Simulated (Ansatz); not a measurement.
```xyz
4

C     0.0119    0.0383   -0.5575
O     0.0829    0.0471    0.6783
H    -0.0319   -0.9824   -1.1199
H    -0.0330    0.8562   -1.1194
```

Basis set: cc-pVDZ (spherical functions). Frozen core: 2 orbitals. Charge 0, multiplicity 1.

Computed with Ansatz (development build ahead of 0.2.0); each method stands on the lowest determinant of its kind that the runs found. Restricted open shells among the atoms or ions are ROHF, correlated in semicanonical orbitals with singles.

Problem. Give the atomization energy at this shape (free ground-state atoms in the same class of orbitals less the molecule, no zero-point energy) of singlet CH₂O by RHF-MP2, RHF.

Solution.

```json
{"method": "RHF-MP2", "atomization energy": "14.95 eV"}
{"method": "RHF", "atomization energy": "10.67 eV"}
```

Caution: the shape is not the minimum.
